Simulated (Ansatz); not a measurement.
Ansatz (a quantum-chemistry and plane-wave program) input:

Ansatz 0.2 input:
```yaml
crystal:
  periodic: [false, false, false]
  atoms:
    - {symbol: Se, position_ang: [-1.73758744, -0.69017523, -0.29473230]}
    - {symbol: Se, position_ang: [0.33858501, -0.75853168, 0.37908394]}
    - {symbol: I, position_ang: [1.44393924, 1.46495036, -0.15333850]}
basis:
  gaussian:
    orbitals: def2-TZVP
hamiltonian:
  xc: b3lyp
  dispersion: d3bj
magnetization: {spin_polarized: true, initial_magnetization: 1}
relax: {f_tol: 0.002, max_steps: 150}
```

Problem. What final total energy does it print?

Solution. -5101.01949 Eh (B3LYP-D3(BJ)/def2-TZVP). The basis has 146 functions.

It need not be the lowest isomer of its formula.
